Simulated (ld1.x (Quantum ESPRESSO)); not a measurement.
**Which change was made? (Zr, TM)**

ld1.x (Quantum ESPRESSO) 7.5 input, shortened:

```
&input
   title='Zr', zed=40., rel=1, dft='PZ', iswitch=3,
   config='[Kr] 4d2 5s1.5 5p0'
 /
 &inputp
   pseudotype=2, tm=.true., lloc=0,
   nlcc=.false.
 /
3
4P  2  1   6.00   0.00  2.25  2.25  0.0
4D  3  2   2.00   0.00  1.80  1.80  0.0
4S  1  0   2.00   0.00  1.55  1.55  0.0
 &test
   configts(1)='4s2 4p6 4d2 5s1.5 5p0'
 /
```

Occupied shells without a wave of their own: 5s. They enter only through the test configuration that unscreens the potential.

Cutoffs, loose and tight: the cutoffs (Ry, on a coarse ladder) from which the occupation-weighted sum of valence levels, in a spherical-Bessel basis at the reference potential, stays within 10 and 1 mRy of its value at 400 Ry. They do not see the model core or the augmentation charge, which bear on the density cutoff. Test errors are all-electron minus pseudo excitation energies from the reference, over the configurations 4s2 4p6 4d2 5s2 5p0; 4s2 4p6 4d2 5s1 5p0; 4s2 4p6 4d2 5s0 5p0; 4s1 4p6 4d2 5s2 5p0; 4s2 4p6 4d2.5 5s1.5 5p0; 4s2 4p6 4d1 5s2 5p0; 4s2 4p6 4d1 5s0 5p0 (two spin-polarised tests are not counted in the largest error); variants that change the core or the reference have their own tests.

The base gives: outcome: generated, misses its reference levels by 0.26 eV; cutoff, loose: 55 Ry; cutoff, tight: 90 Ry; bound ghosts: none; largest test error (meV): -794.

Problem. After one change the result is: outcome: generated; cutoff, loose: 80 Ry; cutoff, tight: 140 Ry; bound ghosts: none; largest test error (meV): -184. Which change was it?
A. all radii scaled by about 1.14 (s 1.76, p 2.56, d 2.04 bohr)
B. all radii scaled by about 0.79 (s 1.22, p 1.76, d 1.42 bohr)
C. all radii scaled by about 1.36 (s 2.12, p 3.06, d 2.46 bohr)
D. all radii scaled by about 0.87 (s 1.34, p 1.96, d 1.56 bohr)

Solution. B. The others give: all radii scaled by about 0.87 (s 1.34, p 1.96, d 1.56 bohr) → outcome: generated; cutoff, loose: 80 Ry; cutoff, tight: 140 Ry; bound ghosts: none; largest test error (meV): -271 | all radii scaled by about 1.36 (s 2.12, p 3.06, d 2.46 bohr) → outcome: generated, misses its reference levels by 1.79 eV; cutoff, loose: 25 Ry; cutoff, tight: 40 Ry; bound ghosts: none; largest test error (meV): -5105 | all radii scaled by about 1.14 (s 1.76, p 2.56, d 2.04 bohr) → outcome: generated, misses its reference levels by 0.61 eV; cutoff, loose: 40 Ry; cutoff, tight: 60 Ry; bound ghosts: none; largest test error (meV): -1867.
